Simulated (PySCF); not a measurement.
## From a raw peak list to a structure

Formula C6H4F4. The spectrum was simulated from the full spin Hamiltonian at 90 MHz with 1.2 Hz Lorentzian lines, from shifts rounded to 0.01 ppm and J to 0.1 Hz, couplings under 1 Hz left out.

```csv
region,integral (H),ppm,Hz,height
1,1,6.834,615.1,11
1,,6.811,613.0,21
1,,6.799,612.0,17
1,,6.788,610.9,17
1,,6.776,609.9,22
1,,6.753,607.8,24
1,,6.729,605.6,28
1,,6.717,604.6,22
1,,6.706,603.6,22
1,,6.694,602.5,27
1,,6.671,600.4,14
2,1,6.155,554.0,17
2,,6.142,552.8,24
2,,6.129,551.6,27
2,,6.116,550.4,25
2,,6.102,549.1,20
2,,6.088,547.9,17
2,,6.074,546.6,17
2,,6.060,545.4,20
2,,6.047,544.2,22
2,,6.033,543.0,19
2,,6.020,541.8,14
3,2,3.339,300.6,16
3,,3.316,298.4,56
3,,3.292,296.3,100
3,,3.268,294.1,99
3,,3.244,291.9,55
3,,3.221,289.9,16
```

PySCF 2.14.0 with density-fitted response routines calculation with shieldings: GIAO PBE0/pcSseg-1, J: B3LYP/pcJ-1 (spin–dipole term only in couplings to heteroatoms) and structure optimised with GFN2-xTB; non-relativistic Hamiltonian, single conformer, one averaged value for each set of equivalent atoms, gas phase.

Shifts are taken against calculated references (same method and geometry level): 1H (31.72 ppm) against TMS.

Question: Analyse the multiplets.

Answer: 1H NMR (90 MHz, computed): δ 6.75 (ddt, J = 7.4, 3.2, 2.1 Hz, 1H), 6.09 (d of t of quint, J = 7.4, 2.5, 1.2 Hz, 1H), 3.28 (dqd, J = 2.5, 2.1, 2.1 Hz, 2H). These are first-order names from the parameters used; overlap and second-order distortion can hide them in the list.

Question: What is the compound?

Answer: SMILES FC1=C(C(F)(F)F)C=CC1.

Mapped SMILES: `[F:1][C:2]1=[C:3]([C:4]([F:5])([F:6])[F:7])[CH:8]=[CH:9][CH2:10]1`. Hydrogens are named by the atom that carries them.

- δ 6.75: H(C8), hydrogen on an alkene CH, coupled to H(C9) (7.4 Hz), F1 (3.2 Hz), H(C10) (2.1 Hz).
- δ 6.09: H(C9), hydrogen on an alkene CH, coupled to H(C8) (7.4 Hz), H(C10) (2.5 Hz), F1 and F5/F6/F7 (1.2 Hz).
- δ 3.28: H(C10), hydrogen on an allylic sp3 CH2, coupled to H(C9) (2.5 Hz), F5/F6/F7 (2.1 Hz), H(C8) (2.1 Hz).

This is the structure that produced the data.

Splittings below 1 Hz are ignored in the labels, and close J values are merged. Unscaled 3J(H,H) at this level run about 10 % above measured values.
